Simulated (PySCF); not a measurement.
## Calculated data, BH4OSi2, BH9Si3, H6NSi2, CH6BNSi

All values are calculated (PySCF 2.14.0). Calculation on a computer-drawn molecule: optimised geometry and harmonic frequencies of an isolated molecule of the commonest isotopes, restricted reference for singlets and unrestricted otherwise, frozen core in MP2.

Common to all runs: method HF; basis cc-pV(D+d)Z.

```yaml
- entry: 1
  formula: BH4OSi2
  start_structure:
    atoms_angstrom:
      - [O, -1.2867, 4.1503, 1.6517]
      - [B, -0.859, 3.4965, 0.63]
      - [Si, -0.2263, 2.4553, -0.7607]
      - [Si, -0.7586, 0.3931, -1.3352]
      - [H, 0.75, 3.1351, -1.6286]
      - [H, -2.2987, 0.2976, -1.6637]
      - [H, -0.5403, -0.6332, -0.3084]
      - [H, -0.0972, -0.0473, -2.502]
  given:
    charge: 0
    multiplicity: 2
    drawn_bonds_atom: [1, 2, 3, 3, 4, 4, 4]
    drawn_bonds_other_atom: [2, 3, 4, 5, 6, 7, 8]
    drawn_bonds_order: [2, 1, 1, 1, 1, 1, 1]
  results:
    optimised_atom_element: [O, B, Si, Si, H, H, H, H]
    "optimised_atom_x [angstrom]": [-1.279, -0.7643, 0.139, -0.7941, 0.3036, -2.164, -0.8292, 0.07055]
    "optimised_atom_y [angstrom]": [3.924, 3.387, 2.448, 0.3528, 3.389, 0.5073, -0.4796, -0.2806]
    "optimised_atom_z [angstrom]": [1.671, 0.7451, -0.7747, -1.329, -1.904, -1.868, -0.1078, -2.349]
    "modes_frequency [cm^-1]": [82.93, 94.5, 313.3, 371.5, 409.7, 424.1, 545.9, 587.6, 610.8, 795.9, 973.9, 1018, 1024, 2123, 2315, 2320, 2326, 2329]
    "modes_reduced_mass [dalton]": [1.099, 6.898, 2.343, 6.426, 1.67, 3.387, 6.837, 1.287, 1.406, 1.171, 1.104, 1.038, 1.035, 12.31, 1.033, 1.048, 1.031, 1.05]
    "rotational_constants [GHz]": [10.5, 1.807, 1.579]
    "total_energy [hartree]": -679.7716
    spin_squared: 0.7604
    "convergence_status_largest_gradient_component [hartree/bohr]": 6.702e-06
- entry: 2
  formula: BH9Si3
  start_structure:
    atoms_angstrom:
      - [B, -2.3634, 1.1375, -1.7959]
      - [Si, -1.0998, 1.2476, -0.2792]
      - [Si, 1.0657, 1.4479, -1.1509]
      - [Si, 2.8282, 1.6175, 0.4365]
      - [H, -2.7532, 2.1267, -2.2773]
      - [H, -2.5842, 0.1439, -2.3453]
      - [H, -1.2951, 2.3881, 0.6206]
      - [H, -1.06, 0.039, 0.5963]
      - [H, 1.4005, 0.4015, -2.0328]
      - [H, 1.1362, 2.6272, -2.0492]
      - [H, 4.1273, 1.7282, -0.1541]
      - [H, 2.6522, 2.8121, 1.3993]
      - [H, 2.7966, 0.3849, 1.2782]
  given:
    charge: 0
    multiplicity: 1
    drawn_bonds_atom: [1, 2, 3, 1, 1, 2, 2, 3, 3, 4, 4, 4]
    drawn_bonds_other_atom: [2, 3, 4, 5, 6, 7, 8, 9, 10, 11, 12, 13]
    drawn_bonds_order: [1, 1, 1, 1, 1, 1, 1, 1, 1, 1, 1, 1]
  results:
    optimised_atom_element: [B, Si, Si, Si, H, H, H, H, H, H, H, H, H]
    "optimised_atom_x [angstrom]": [-2.371, -1.035, 1.145, 2.812, -2.856, -2.655, -1.277, -1.047, 1.429, 1.199, 4.158, 2.562, 2.786]
    "optimised_atom_y [angstrom]": [1.153, 1.248, 1.476, 1.609, 2.149, 0.1046, 2.413, 0.02094, 0.3134, 2.702, 1.743, 2.785, 0.3855]
    "optimised_atom_z [angstrom]": [-1.8, -0.2705, -1.198, 0.4791, -2.261, -2.309, 0.6201, 0.5679, -2.08, -2.038, -0.1291, 1.348, 1.317]
    "modes_frequency [cm^-1]": [36.11, 85.91, 97.15, 129.3, 148.3, 340.9, 393.5, 423.8, 465.7, 499.8, 537.2, 651.5, 654.9, 715.4, 764.4, 830.2, 834.1, 966.4, 974.7, 1011, 1024, 1025, 1033, 1260, 2276, 2279, 2284, 2284, 2302, 2304, 2306, 2677, 2758]
    "modes_reduced_mass [dalton]": [2.794, 3.882, 1.073, 1.052, 4.027, 1.057, 5.751, 1.068, 6.496, 1.05, 1.204, 4.129, 1.28, 1.141, 1.093, 1.177, 1.183, 1.307, 1.111, 1.055, 1.046, 1.035, 1.064, 1.145, 1.049, 1.03, 1.051, 1.03, 1.051, 1.051, 1.02, 1.053, 1.126]
    "rotational_constants [GHz]": [8.083, 1.227, 1.116]
    "total_energy [hartree]": -896.6934
    "convergence_status_largest_gradient_component [hartree/bohr]": 3.157e-05
- entry: 3
  formula: H6NSi2
  start_structure:
    atoms_angstrom:
      - ["N", 0.3936, 1.3912, 0.0279]
      - [Si, -1.2107, 1.251, -0.4988]
      - [Si, -1.7777, -0.6136, -1.8667]
      - [H, 1.0776, 0.7895, -0.1331]
      - [H, 0.6802, 2.2001, 0.6755]
      - [H, -1.9292, 2.3478, 0.059]
      - [H, -2.2597, -0.0678, -3.0686]
      - [H, -0.5631, -1.4335, -1.9529]
      - [H, -2.8875, -1.3293, -1.0434]
  given:
    charge: 1
    multiplicity: 1
    drawn_bonds_atom: [1, 2, 1, 1, 2, 3, 3, 3]
    drawn_bonds_other_atom: [2, 3, 4, 5, 6, 7, 8, 9]
    drawn_bonds_order: [1, 1, 1, 1, 1, 1, 1, 1]
  results:
    optimised_atom_element: ["N", Si, Si, H, H, H, H, H, H]
    "optimised_atom_x [angstrom]": [0.3891, -1.152, -1.803, 1.143, 0.6899, -2.026, -2.264, -0.5807, -2.872]
    "optimised_atom_y [angstrom]": [1.418, 1.223, -0.6373, 0.784, 2.191, 2.307, -0.02046, -1.442, -1.289]
    "optimised_atom_z [angstrom]": [0.07007, -0.4627, -1.823, -0.1335, 0.6417, -0.003922, -3.076, -1.961, -1.053]
    "modes_frequency [cm^-1]": [58.86, 166.7, 346.7, 391.3, 564.4, 595.1, 691.1, 730.3, 767.3, 921.6, 986.3, 1001, 1003, 1059, 1688, 2364, 2387, 2390, 2410, 3737, 3833]
    "modes_reduced_mass [dalton]": [1.193, 3.069, 1.112, 5.825, 1.168, 1.183, 1.227, 1.067, 1.095, 1.125, 1.333, 1.038, 1.052, 4.089, 1.131, 1.013, 1.054, 1.055, 1.044, 1.052, 1.098]
    "rotational_constants [GHz]": [20.19, 3.059, 2.745]
    "total_energy [hartree]": -635.5873
    "convergence_status_largest_gradient_component [hartree/bohr]": 2.018e-05
- entry: 4
  formula: CH6BNSi
  start_structure:
    atoms_angstrom:
      - [B, 2.1257, 1.3523, 0.8374]
      - [Si, 1.2334, -0.1244, 1.4135]
      - [C, -0.6116, -0.6263, 1.8067]
      - ["N", -1.624, 0.4196, 1.6962]
      - [H, 2.4257, 1.4311, -0.3416]
      - [H, 2.693, 1.9861, 1.5305]
      - [H, -0.7185, -0.9107, 2.8704]
      - [H, -0.9996, -1.3409, 1.1874]
      - [H, -1.4604, 1.234, 2.2514]
      - [H, -1.6247, 0.7827, 0.6729]
  given:
    charge: 0
    multiplicity: 1
    drawn_bonds_atom: [1, 2, 3, 1, 1, 3, 3, 4, 4]
    drawn_bonds_other_atom: [2, 3, 4, 5, 6, 7, 8, 9, 10]
    drawn_bonds_order: [1, 1, 1, 1, 1, 1, 1, 1, 1]
  results:
    optimised_atom_element: [B, Si, C, "N", H, H, H, H, H, H]
    "optimised_atom_x [angstrom]": [1.797, 1.401, -0.5182, -1.31, 1.809, 2.095, -0.7137, -0.9361, -0.9817, -1.202]
    "optimised_atom_y [angstrom]": [1.186, -0.6845, -0.5617, 0.6466, 1.459, 2.078, -0.8993, -1.377, 1.405, 0.9507]
    "optimised_atom_z [angstrom]": [0.9018, 1.559, 1.796, 1.55, -0.2719, 1.656, 2.822, 1.189, 2.124, 0.5977]
    "modes_frequency [cm^-1]": [44.42, 119.4, 258.1, 315.4, 356.1, 421.1, 592.7, 611.2, 633.0, 923.9, 987.4, 1144, 1147, 1233, 1362, 1480, 1521, 1784, 2638, 2707, 3134, 3166, 3713, 3791]
    "modes_reduced_mass [dalton]": [1.708, 3.208, 1.106, 1.034, 4.042, 1.169, 4.506, 1.522, 4.887, 1.385, 1.456, 1.028, 3.365, 1.155, 1.287, 1.207, 1.081, 1.086, 1.055, 1.12, 1.063, 1.097, 1.052, 1.093]
    "rotational_constants [GHz]": [8.496, 4.225, 2.985]
    "total_energy [hartree]": -409.3284
    "convergence_status_largest_gradient_component [hartree/bohr]": 2.774e-05
```
